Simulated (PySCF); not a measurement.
Dipole moment (D) of eight silicon and germanium compounds: PBE beside HF, computed with PySCF for isolated molecules in the bases named; differences from unrounded values. The eight are the first of their class met in an unordered collection, after screening for sound electronic states; none was chosen by its value, except that the dipole had to exceed 0.05 D. Each molecule has one DFT geometry for both levels.

```json
[
 {"molecule": "chlorosilylformaldehyde (CH3ClOSi), SMILES O=C[SiH2]Cl", "basis": "def2-TZVPD", "HF": "1.31"},
 {"molecule": "Cl₂FGeH₃Si, SMILES [GeH3][Si](F)(Cl)Cl", "basis": "def2-TZVP", "HF": "1.90"},
 {"molecule": "C3H8O2Si, SMILES C[SiH2]OC(C)=O", "basis": "def2-TZVP", "HF": "1.69"},
 {"molecule": "Si(H)3(NHiPr) (C3H11NSi), SMILES CC(C)N[SiH3]", "basis": "def2-TZVP", "HF": "1.28"},
 {"molecule": "Si(Cl)(F)2(OAc) (C₂H₃ClF₂O₂Si), SMILES O(C(=O)C)[Si](F)(F)Cl", "basis": "def2-TZVP", "HF": "3.16"},
 {"molecule": "C2H7ClOSi, SMILES O[C@@H]([SiH2]Cl)C", "basis": "def2-TZVP", "HF": "2.88"},
 {"molecule": "dichloro(silyloxy)silane (Cl₂H₄OSi₂), SMILES Cl[SiH](O[SiH3])Cl", "basis": "def2-TZVP", "HF": "1.11"},
 {"molecule": "C4H9NSi, SMILES N[SiH]1CC=CC1", "basis": "def2-TZVP", "HF": "1.09"}
]
```

Estimate the PBE values and say how PBE differs from HF over the set. (The exact figures need the calculation; the answer reports its results.)


```json
[
 {"molecule": "chlorosilylformaldehyde (CH3ClOSi), SMILES O=C[SiH2]Cl", "PBE": "0.76", "difference": "-0.55"},
 {"molecule": "Cl₂FGeH₃Si, SMILES [GeH3][Si](F)(Cl)Cl", "PBE": "1.65", "difference": "-0.25"},
 {"molecule": "C3H8O2Si, SMILES C[SiH2]OC(C)=O", "PBE": "1.44", "difference": "-0.25"},
 {"molecule": "Si(H)3(NHiPr) (C3H11NSi), SMILES CC(C)N[SiH3]", "PBE": "1.31", "difference": "0.03"},
 {"molecule": "Si(Cl)(F)2(OAc) (C₂H₃ClF₂O₂Si), SMILES O(C(=O)C)[Si](F)(F)Cl", "PBE": "2.72", "difference": "-0.44"},
 {"molecule": "C2H7ClOSi, SMILES O[C@@H]([SiH2]Cl)C", "PBE": "2.50", "difference": "-0.37"},
 {"molecule": "dichloro(silyloxy)silane (Cl₂H₄OSi₂), SMILES Cl[SiH](O[SiH3])Cl", "PBE": "0.98", "difference": "-0.13"},
 {"molecule": "C4H9NSi, SMILES N[SiH]1CC=CC1", "PBE": "1.09", "difference": "0.01"}
]
```
PBE lies below HF in 6 and above it in 2 of the eight; the mean signed difference is -0.24 and the largest -0.55 D.
